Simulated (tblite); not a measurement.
C3H10O2Si2.
Z-matrix (Å and degrees, GFN2-xTB geometry), rows numbered from 1:
```
C 
O   1  1.3943
Si  2  1.6233  1  128.26
Si  3  2.2939  2   97.81  1  -179.25
C   4  1.9275  3  115.80  2   139.74
O   5  1.4321  4   92.48  3   104.81
C   6  1.4320  5  103.14  4     7.40
H   1  1.0922  2  110.73  3   -60.62
H   1  1.0902  2  108.25  3   179.59
H   1  1.0919  2  110.68  3    59.76
H   3  1.4751  2  110.18  1   -56.55
H   3  1.4747  2  110.37  1    57.83
H   4  1.4779  3  122.13  2     0.24
H   5  1.0943  4  116.95  3  -141.30
H   5  1.0935  4  118.66  3    -9.12
H   7  1.0937  4  118.62  3     9.37
H   7  1.0943  4  116.91  3   141.54
```

Computed values, GFN2-xTB/tblite, gas phase, harmonic and unscaled. The method is semi-empirical: single wavenumbers can be off by several per cent or more. Modes of hydrogen on silicon can be 10 to 20 % off. One conformer, not necessarily the lowest.

Harmonic wavenumbers (cm⁻¹): 25.9, 37.8, 89.6, 100.4, 113.7, 135.5, 165.0, 243.1, 430.9, 448.8, 537.7, 559.7, 596.9, 600.3, 670.4, 711.3, 733.2, 764.5, 785.0, 801.3, 850.9, 975.2, 1035.6, 1130.0, 1132.8, 1139.9, 1148.7, 1153.0, 1217.0, 1221.7, 1417.8, 1476.9, 1479.3, 1483.6, 1489.7, 2119.9, 2120.4, 2168.6, 2894.1, 2895.7, 2923.0, 2927.3, 2956.8, 2969.5, 2995.8.

A = 5418, B = 757.8, C = 757.7 MHz; mass 134.022 u (most abundant isotopes); point group Cs, symmetry number 1.

Task: What is the zero-point energy?

Result: Half the sum of the wavenumbers: 26937 cm⁻¹ = 322.24 kJ/mol.

Task: Give the ideal-gas entropy at 273.15 K and 1 bar in the rigid-rotor, harmonic-oscillator model (classical rotation).

Result: Translation 168.12, rotation 120.35, vibration 135.48: S = 424.0 J/(mol K).

Task: And Cp and H(273.15 K) − H(0)?

Result: Cp = 150.61 J/(mol K), of which vibrations give 117.36 (their classical limit is 45 R = 374.2); H(273.15 K) − H(0) = 26.67 kJ/mol without the zero-point energy, 17.59 from vibrations.

Task: What must be added to the electronic energy to get the Gibbs energy at 273.15 K and 1 bar?

Result: ZPE + [H(273.15 K) − H(0)] − T·S = 322.24 + 26.67 − 115.80 = 233.11 kJ/mol.

Task: Which modes carry the vibrational entropy at 273.15 K?

Result: 25.9 cm⁻¹: 24.88; 37.8 cm⁻¹: 21.75; 89.6 cm⁻¹: 14.63; 100.4 cm⁻¹: 13.71; 113.7 cm⁻¹: 12.70; 135.5 cm⁻¹: 11.29 J/(mol K); the other 39 give 36.52 together.

Task: Blend soft modes into free rotors: weight 1/[1 + (100 cm⁻¹/ν̃)⁴] for the oscillator and the rest for a rotor with moment μB/(μ + B), μ = h/(8π²ν), B = 10⁻⁴⁴ kg m². What vibrational entropy results?

Result: 118.37 J/(mol K) in place of 135.48, which changes −T·S at 273.15 K by +4.67 kJ/mol.

Task: How do the functions run with temperature in this model?

Result: 
| T (K) | S (J/(mol K)) | Cp (J/(mol K)) | H − H(0) (kJ/mol) | G − H(0) (kJ/mol) | ln q(vib) |
| --- | --- | --- | --- | --- | --- |
| 150 | 349.5 | 103.4 | 11.09 | -41.34 | 4.85 |
| 250 | 411.0 | 141.4 | 23.29 | -79.47 | 7.89 |
| 298.15 | 437.6 | 160.4 | 30.56 | -99.90 | 9.25 |
| 400 | 490.0 | 197.1 | 48.81 | -147.18 | 12.03 |
| 600 | 581.0 | 252.0 | 94.08 | -254.51 | 17.18 |
| 900 | 694.0 | 304.4 | 178.22 | -446.37 | 24.19 |

q(vib) and H(0) count from the zero-point level.

Hindered rotation and anharmonicity are outside this model. Other conformers, if any are populated, would add a mixing term that is left out.

The run took 2.0 s wall on Intel Xeon at 2.50 GHz, one thread, shared host. The figure is for the frequency step alone.
